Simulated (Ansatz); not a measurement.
## Molecular dynamics of H12N4SiZr

The input (input.yaml):

```yaml
crystal:
  periodic: [false, false, false]
  atoms:
    - { symbol: Zr, position_ang: [-0.061886, 0.005836, -0.014321] }
    - { symbol: "N", position_ang: [0.110933, 0.149814, 2.182674] }
    - { symbol: H, position_ang: [0.416703, -0.62334, 2.788605] }
    - { symbol: H, position_ang: [0.259051, 1.03021, 2.692921] }
    - { symbol: "N", position_ang: [1.832831, 0.037418, -0.804388] }
    - { symbol: H, position_ang: [2.284773, -0.676457, -1.389549] }
    - { symbol: H, position_ang: [2.494312, 0.820425, -0.714137] }
    - { symbol: "N", position_ang: [-0.936731, 1.726639, -0.686172] }
    - { symbol: H, position_ang: [-1.940447, 1.944098, -0.682814] }
    - { symbol: H, position_ang: [-0.446086, 2.474357, -1.194061] }
    - { symbol: "N", position_ang: [-0.782133, -1.840193, -0.509577] }
    - { symbol: H, position_ang: [-1.745551, -2.121381, -0.726469] }
    - { symbol: H, position_ang: [-0.183806, -2.677266, -0.549822] }
    - { symbol: Si, position_ang: [-3.002001, -0.038545, 1.34406] }
    - { symbol: H, position_ang: [-3.458823, -0.184435, -0.107967] }
    - { symbol: H, position_ang: [-3.674547, -1.22169, 2.018228] }
    - { symbol: H, position_ang: [-3.792474, 1.173986, 1.81009] }
    - { symbol: H, position_ang: [-1.199819, 0.064624, 1.982696] }
basis:
  gaussian: { orbitals: def2-SVP }
hamiltonian:
  xc: pbe
md:
  timestep: 0.5
  n_steps: 200
  ensemble: nve
  temperature: 100.0
  initial_velocities: maxwell_boltzmann
  seed: 5488
```

Command:

```bash
$ ansatz run input.yaml --threads 4 --pin off --max-ram 5120MiB --backend cpu --events-out ev --progress --plain --runs-dir out
```

It starts at the highest image of a converged band, a first-order saddle point between two minima.

Output, in part (one step line in 7, the closing report, with atoms numbered from 0):

```
md step     0: t =     0.00 fs  T =   100.0 K  F+E_penalty+E_count = -15297.73320838 eV  E_kin = 0.206816 eV  conserved = -15297.52639238 eV  (34 SCF iters)
md step     7: t =     3.50 fs  T =    82.7 K  F+E_penalty+E_count = -15297.69736529 eV  E_kin = 0.171123 eV  conserved = -15297.52624213 eV  (34 SCF iters)
md step    14: t =     7.00 fs  T =    65.7 K  F+E_penalty+E_count = -15297.66212921 eV  E_kin = 0.135913 eV  conserved = -15297.52621590 eV  (33 SCF iters)
md step    21: t =    10.50 fs  T =    60.5 K  F+E_penalty+E_count = -15297.65139164 eV  E_kin = 0.125127 eV  conserved = -15297.52626421 eV  (33 SCF iters)
md step    28: t =    14.00 fs  T =    72.3 K  F+E_penalty+E_count = -15297.67594875 eV  E_kin = 0.149607 eV  conserved = -15297.52634145 eV  (34 SCF iters)
md step    35: t =    17.50 fs  T =    84.1 K  F+E_penalty+E_count = -15297.70022649 eV  E_kin = 0.173953 eV  conserved = -15297.52627373 eV  (34 SCF iters)
md step    42: t =    21.00 fs  T =    94.0 K  F+E_penalty+E_count = -15297.72063411 eV  E_kin = 0.194400 eV  conserved = -15297.52623393 eV  (34 SCF iters)
md step    49: t =    24.50 fs  T =   111.6 K  F+E_penalty+E_count = -15297.75738856 eV  E_kin = 0.230899 eV  conserved = -15297.52648917 eV  (33 SCF iters)
md step    56: t =    28.00 fs  T =    92.5 K  F+E_penalty+E_count = -15297.71730481 eV  E_kin = 0.191268 eV  conserved = -15297.52603698 eV  (33 SCF iters)
md step    63: t =    31.50 fs  T =   119.7 K  F+E_penalty+E_count = -15297.77422467 eV  E_kin = 0.247650 eV  conserved = -15297.52657486 eV  (33 SCF iters)
md step    70: t =    35.00 fs  T =   120.5 K  F+E_penalty+E_count = -15297.77528367 eV  E_kin = 0.249113 eV  conserved = -15297.52617022 eV  (33 SCF iters)
md step    77: t =    38.50 fs  T =   130.0 K  F+E_penalty+E_count = -15297.79555508 eV  E_kin = 0.268885 eV  conserved = -15297.52667031 eV  (33 SCF iters)
md step    84: t =    42.00 fs  T =   127.2 K  F+E_penalty+E_count = -15297.78977959 eV  E_kin = 0.263096 eV  conserved = -15297.52668338 eV  (35 SCF iters)
md step    91: t =    45.50 fs  T =   123.6 K  F+E_penalty+E_count = -15297.78175837 eV  E_kin = 0.255727 eV  conserved = -15297.52603127 eV  (33 SCF iters)
md step    98: t =    49.00 fs  T =   153.1 K  F+E_penalty+E_count = -15297.84340918 eV  E_kin = 0.316599 eV  conserved = -15297.52681056 eV  (33 SCF iters)
md step   105: t =    52.50 fs  T =   150.4 K  F+E_penalty+E_count = -15297.83777052 eV  E_kin = 0.311136 eV  conserved = -15297.52663474 eV  (33 SCF iters)
md step   112: t =    56.00 fs  T =   137.5 K  F+E_penalty+E_count = -15297.81050573 eV  E_kin = 0.284422 eV  conserved = -15297.52608407 eV  (33 SCF iters)
md step   119: t =    59.50 fs  T =   147.1 K  F+E_penalty+E_count = -15297.83094692 eV  E_kin = 0.304123 eV  conserved = -15297.52682366 eV  (33 SCF iters)
md step   126: t =    63.00 fs  T =   128.7 K  F+E_penalty+E_count = -15297.79257190 eV  E_kin = 0.266145 eV  conserved = -15297.52642701 eV  (33 SCF iters)
md step   133: t =    66.50 fs  T =   129.7 K  F+E_penalty+E_count = -15297.79437166 eV  E_kin = 0.268302 eV  conserved = -15297.52606962 eV  (33 SCF iters)
md step   140: t =    70.00 fs  T =   168.3 K  F+E_penalty+E_count = -15297.87503110 eV  E_kin = 0.348117 eV  conserved = -15297.52691450 eV  (33 SCF iters)
md step   147: t =    73.50 fs  T =   172.1 K  F+E_penalty+E_count = -15297.88240341 eV  E_kin = 0.355928 eV  conserved = -15297.52647559 eV  (33 SCF iters)
md step   154: t =    77.00 fs  T =   179.5 K  F+E_penalty+E_count = -15297.89714204 eV  E_kin = 0.371152 eV  conserved = -15297.52599012 eV  (33 SCF iters)
md step   161: t =    80.50 fs  T =   223.8 K  F+E_penalty+E_count = -15297.98979816 eV  E_kin = 0.462796 eV  conserved = -15297.52700259 eV  (33 SCF iters)
md step   168: t =    84.00 fs  T =   222.4 K  F+E_penalty+E_count = -15297.98681195 eV  E_kin = 0.459921 eV  conserved = -15297.52689130 eV  (33 SCF iters)
md step   175: t =    87.50 fs  T =   197.3 K  F+E_penalty+E_count = -15297.93396073 eV  E_kin = 0.408072 eV  conserved = -15297.52588828 eV  (33 SCF iters)
md step   182: t =    91.00 fs  T =   231.0 K  F+E_penalty+E_count = -15298.00431404 eV  E_kin = 0.477770 eV  conserved = -15297.52654423 eV  (33 SCF iters)
md step   189: t =    94.50 fs  T =   243.6 K  F+E_penalty+E_count = -15298.03074179 eV  E_kin = 0.503756 eV  conserved = -15297.52698565 eV  (33 SCF iters)
md step   196: t =    98.00 fs  T =   211.8 K  F+E_penalty+E_count = -15297.96420086 eV  E_kin = 0.438031 eV  conserved = -15297.52617001 eV  (33 SCF iters)
md step   200: t =   100.00 fs  T =   221.8 K  F+E_penalty+E_count = -15297.98558029 eV  E_kin = 0.458718 eV  conserved = -15297.52686238 eV  (34 SCF iters)
Total energy: -15297.98568209 eV, -562.1906044697 hartree
Atom 0 at    -0.214782    -0.040387     0.019095 Å, force    -0.560018     0.473449    -0.683793 eV/Å
Atom 1 at     0.481815    -0.054810     2.252763 Å, force     0.656820    -0.033374     0.442528 eV/Å
Atom 2 at     1.147963    -0.840311     2.386887 Å, force     0.031216     0.318321    -0.077800 eV/Å
Atom 3 at     1.023797     0.818439     2.388288 Å, force     0.081691    -0.264772    -0.119389 eV/Å
Atom 4 at     1.790823     0.319507    -0.359145 Å, force     0.405360     0.183086    -0.151885 eV/Å
Atom 5 at     2.607103    -0.304380    -0.383334 Å, force    -0.011079    -0.187141     0.076933 eV/Å
Atom 6 at     2.165387     1.230790    -0.657648 Å, force    -0.111071     0.106779     0.051847 eV/Å
Atom 7 at    -0.955537     1.617751    -0.986526 Å, force     0.030800    -0.327818     0.302270 eV/Å
Atom 8 at    -1.908654     1.936417    -0.767045 Å, force     0.105708     0.115028    -0.094361 eV/Å
Atom 9 at    -0.674800     1.984899    -1.902061 Å, force    -0.002297     0.007874    -0.096060 eV/Å
Atom 10 at    -0.591984    -1.885575    -0.746862 Å, force     0.151683     0.057916     0.105716 eV/Å
Atom 11 at    -1.594155    -2.060120    -0.921345 Å, force     0.205629    -0.291454    -0.175283 eV/Å
Atom 12 at     0.031890    -2.539000    -1.239275 Å, force    -0.390122    -0.063580    -0.018844 eV/Å
Atom 13 at    -2.866862     0.123956     1.222071 Å, force    -0.139259     0.239561     0.529714 eV/Å
Atom 14 at    -4.050343    -0.469622     0.450526 Å, force     0.113379    -0.037773     0.032776 eV/Å
Atom 15 at    -3.069210    -0.449960     2.633086 Å, force     0.021312    -0.175031    -0.085480 eV/Å
Atom 16 at    -3.422761     1.521831     1.551337 Å, force     0.113197    -0.041270    -0.217813 eV/Å
Atom 17 at    -0.122318    -0.103062     3.073032 Å, force    -0.702950    -0.079803     0.178924 eV/Å
Dipole moment:     1.486086    -0.181817     0.191862 e Å
```

The run went to its last step. The conserved energy stayed within 0.036 meV per atom of its start (net change -0.026 meV per atom), so the integration is sound. The kinetic energy rose, since the run started high on the potential surface and went downhill. A run of 0.1 ps of so small a system gives no equilibrium averages. The orbitals stay closed-shell, which can raise the energy where a bond breaks towards radicals; this wasn't checked here.

Between its relaxed ends the band would form Zr1–Si14, N2–H18 and break Si14–H18. These pairs go: Zr1–Si14 3.24 → 2.92 Å, N2–H18 1.33 → 1.02 Å, Si14–H18 1.91 → 3.32 Å. In the last frame they stand as after the step (other bonds may differ from the relaxed reactants and products). Also parted: Zr1–H18 2.30 → 3.06 Å. It ends as one piece, H12N4SiZr. Pairs count as bonded within 1.25 times the sum of covalent radii (0.12 Å more for H–H).

Last frame:

```xyz
18
Properties=species:S:1:pos:R:3
Zr -0.215 -0.040 0.019
N 0.482 -0.055 2.253
H 1.148 -0.840 2.387
H 1.024 0.818 2.388
N 1.791 0.320 -0.359
H 2.607 -0.304 -0.383
H 2.165 1.231 -0.658
N -0.956 1.618 -0.987
H -1.909 1.936 -0.767
H -0.675 1.985 -1.902
N -0.592 -1.886 -0.747
H -1.594 -2.060 -0.921
H 0.032 -2.539 -1.239
Si -2.867 0.124 1.222
H -4.050 -0.470 0.451
H -3.069 -0.450 2.633
H -3.423 1.522 1.551
H -0.122 -0.103 3.073
```

Time of the run: 7.9 min on 4 threads of Arm Neoverse V2, on a shared host, peak memory 0.25 GiB.
